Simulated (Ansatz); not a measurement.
Breaking the As1–H2 bond in AsH3 (SMILES [AsH3]) (multiplicity 1 held, fragments rigid). Energies count from the point at 1.525 Å.
Geometry at that point (charge 0, multiplicity 1):
```xyz
4

As     0.000     0.000     0.071
H     -0.281     1.232    -0.783
H     -0.937    -0.862    -0.768
H      1.204    -0.383    -0.784
```

Restricted levels (R-, RO-) in cc, def2 and unpolarised 6-31G sets keep to the state of the molecule at rest. U- levels take the lowest unrestricted solution at each point, which mixes spins at long bonds. Curves can end on different states.

Correlated levels freeze the cores. Filled d and f shells under p-block atoms count as core.

Run with Ansatz (a first-principles code). Each number belongs to the level named beside it.

Q: One of these levels gives 331.9 kJ/mol for the energy at R = 4.881 Å. Name it.
A. R-HF/cc-pVTZ
B. U-wB97X-V/cc-pVTZ
C. R-MP2/cc-pVTZ
D. U-HF/cc-pVTZ

A: B, U-wB97X-V/cc-pVTZ. The others give 671.0 (R-HF/cc-pVTZ), 232.1 (U-HF/cc-pVTZ), 438.2 (R-MP2/cc-pVTZ)

Doubts at one or more of the structures used: a restricted determinant that unrestricted orbitals would lower (R-HF/cc-pVTZ, R-MP2/cc-pVTZ); a spin-contaminated determinant (U-HF/cc-pVTZ, U-wB97X-V/cc-pVTZ).
